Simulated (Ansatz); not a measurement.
The same path of GaH5N2O + H2 (11 atoms, charge 0, multiplicity 1) was run twice with different band settings. Lost on the way: H10–H11. Made: Ga1–H10, O2–H11.

Level of theory: RKS revPBE-D4/def2-SVP in Ansatz 0.2.0.

Relaxed end points:

```xyz
11
Properties=species:S:1:pos:R:3
Ga -0.035 -0.244 -0.227
O 0.097 -0.067 1.582
H -0.777 0.022 2.001
N 1.566 -0.115 -1.119
H 1.663 -0.547 -2.041
H 2.412 -0.289 -0.568
N -1.685 -0.214 -1.056
H -2.479 -0.615 -0.547
H -1.728 -0.528 -2.031
H 0.065 3.110 1.996
H 0.141 2.350 1.906
```

```xyz
11
Properties=species:S:1:pos:R:3
Ga 0.192 0.880 -0.309
O -0.118 0.083 1.784
H -0.962 -0.188 1.274
N 1.587 -0.039 -1.119
H 1.558 -1.062 -1.071
H 2.538 0.261 -0.882
N -1.508 -0.028 -0.403
H -1.539 -0.841 -1.032
H -2.313 0.561 -0.648
H 0.209 2.439 -0.083
H -0.407 0.797 2.383
```

Common settings: spring 5.0 eV/Å²; optimiser quadratic models (default); start path through a guess of the saddle point; force threshold 0.05 eV/Å; iteration limit 60; end points relaxed.

| run | movable images | climbing image |
| --- | --- | --- |
| 1 | 5 | yes |
| 2 | 4 | no |

(1) What does each run give, and how far can it be trusted?

Answers

(1) Run 1: converged after 19 iterations, highest image 0.950 eV above the first end. A vibrational analysis at the climbing image gives one clearly imaginary mode, 1090i cm⁻¹: a first-order saddle point.
Run 2: converged after 12 iterations, highest image 0.313 eV above the first end. No image climbed, so the highest image needn't sit at the top of the path. A band with more images between the same ends climbed to 0.95 eV, so this one has probably stepped over the top.
The orbitals stay closed-shell, which can raise the energy where a bond breaks towards radicals; this wasn't checked here.
